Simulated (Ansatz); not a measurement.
Job for Ansatz (a program for electronic structure): R-r2SCAN/def2-TZVPPD on GeH4 (SMILES [GeH4]) with ghost functions, monomers drawn apart or pushed together. Files ending in .json are basis or fitting sets from the Basis Set Exchange.

Ansatz 0.2 input:
```yaml
crystal:
  periodic: [false, false, false]
  atoms:
    - {symbol: Ge, position_ang: [-0.00003256, 0.13432416, 0.16204605]}
    - {symbol: H, position_ang: [-1.52394075, 0.28526054, 0.22581372]}
    - {symbol: H, position_ang: [0.41839493, -1.23619423, 0.71575661]}
    - {symbol: H, position_ang: [0.68099087, 1.24488269, 0.97313318]}
    - {symbol: H, position_ang: [0.45958978, 0.23235918, -1.30488836]}
basis:
  gaussian:
    orbitals: def2-TZVPPD.json
    ghost_atoms:
      - {symbol: C, position_ang: [0.92346307, -0.62663720, 6.96297424]}
      - {symbol: S, position_ang: [-0.88753945, -0.55425865, 6.77997787]}
      - {symbol: H, position_ang: [1.39348215, -1.02586297, 6.06656307]}
      - {symbol: H, position_ang: [1.25441702, 0.40074250, 7.10443773]}
      - {symbol: H, position_ang: [1.20875402, -1.21227360, 7.83418429]}
      - {symbol: H, position_ang: [-1.08869091, -1.86880893, 6.59399348]}
hamiltonian:
  xc: {name: r2SCAN}
scf: {lower_state_search: off}
```

It printed:

```
Functional definition: r2SCAN
[...]
these checks for a lower state are left out or cut short: stability, starts, cluster_reference, orbital_swaps, neighbouring_geometries, increment
integrals: 0.21 GiB planned
1288 factors; their error is unknown
mean field: 1.24 GiB planned
mean field evaluation 1: about -56582.2210 eV, gradient 1.9e1 eV
mean field evaluation 2: about -56582.4816 eV, gradient 1.9e1 eV
mean field evaluation 4: about -56582.6756 eV, gradient 5.4e-1 eV
mean field evaluation 8: about -56582.6724 eV, gradient 1.6e-3 eV
mean field -56582.67240990 eV, -2079.3748579509 hartree, gradient 3.5e-6 eV, S^2 0.000000; 0 other end points of the search recorded, 0 dependent functions left out
reference -56582.67241996 eV, -2079.3748583208 hartree; 18, 18 occupied and 260, 260 virtual orbitals, 1288 factors
Total energy: -56582.67241996 eV, -2079.3748583208 hartree
Checks for a lower state left out: stability, starts, cluster_reference, orbital_swaps, neighbouring_geometries, increment
```

The run converged.

Cost: around 7 core-seconds (rough).
